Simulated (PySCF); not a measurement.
Species: C6H11 (charge -1, singlet). It need not be the lowest isomer of its formula. Whether it binds its extra electron was not tested at this geometry. 
Geometry from a B3LYP-D3(BJ)/def2-TZVP (Ansatz) optimisation:
SMILES: C(CC)C(=C)[CH2-]
```xyz
17

C      2.6337     0.0026    -0.5250
C      1.1417     0.3149    -0.6315
C      0.2966    -0.3894     0.4361
C     -1.1920    -0.0733     0.3304
C     -1.6163     1.0409     1.0479
C     -1.9206    -0.9113    -0.5080
H      3.0307     0.3076     0.4488
H      3.2177     0.5152    -1.2967
H      2.8188    -1.0717    -0.6277
H      0.7676     0.0219    -1.6160
H      0.9781     1.3924    -0.5447
H      0.4512    -1.4715     0.3466
H      0.6668    -0.0947     1.4256
H     -2.6392     1.3994     0.9958
H     -0.9281     1.5928     1.6780
H     -1.4492    -1.7558    -0.9979
H     -2.9730    -0.7424    -0.7117
```
Charge -1, spin multiplicity 1.

Dispersion corrections to the total energy (kcal/mol) from the dftd3 and dftd4 libraries through PySCF: D3(BJ) without and D4 with the three-body term, each with the damping fitted for the functional named.

| functional | D3(BJ) | D4 |
|---|---|---|
| LC-wPBE | -7.70 | -9.88 |
| TPSS | -10.55 | -12.15 |
| r2SCAN | [?] | -2.45 |
| PBE | [?] | -9.01 |
| revPBE | [?] | -30.51 |
| TPSSh | -9.66 | -11.10 |
| HSE06 | -5.35 | -7.01 |

Task: What belongs in the gaps?

Result: 
- r2SCAN, D3(BJ): -2.50
- PBE, D3(BJ): -8.52
- revPBE, D3(BJ): -21.68
